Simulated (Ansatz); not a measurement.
P (SMILES [P-]), charge -1, triplet (a gas-phase anion, which may not be bound at this level). Base run: CCSD(T)/cc-pVDZ run with Ansatz (a program for electronic structure).

The Ansatz input:
Ansatz 0.2 input:
```yaml
crystal:
  periodic: [false, false, false]
  atoms:
    - {symbol: P, position_ang: [0.00000000, 0.00000000, 0.00000000]}
basis:
  gaussian:
    orbitals: cc-pVDZ
total_charge: -1
magnetization: {spin_polarized: true, initial_magnetization: 2}
correlation: {method: ccsd_t}
```

Each row names what was changed in the base input (with any setting that the change needs).

| change | ΔE vs base (kcal/mol) | MP2 correlation (Eh) | CC correlation without the perturbative part (Eh) | basis functions |
|---|---|---|---|---|
| base | 0.000 | -0.07652 | -0.09451 | 18 |
| method = bccd | 0.81 | -0.07652 | -0.09441 | 18 |
| method = rpa | ? | - | - | 18 |
| lower_state_search = off | 0.000 | -0.07652 | -0.09451 | 18 |
| accuracy = high | 0.000 | -0.07652 | -0.09451 | 18 |
| electrons = outside_noble_gas | 0.000 | -0.07652 | -0.09451 | 18 |
| method = bccd_t | 0.010 | -0.07652 | -0.09441 | 18 |
| reference functional = pbe0 | 0.73 | - | -0.09568 | 18 |
| diis_vectors = 4 | 0.000 | -0.07652 | -0.09451 | 18 |
| diis_vectors = 2 | 0.000 | -0.07652 | -0.09451 | 18 |

Problem. Complete the blanks.

Solution. 
- method = rpa, ΔE vs base (kcal/mol): -2.14

A gas-phase anion may not be bound at this level; its values then depend on the basis.
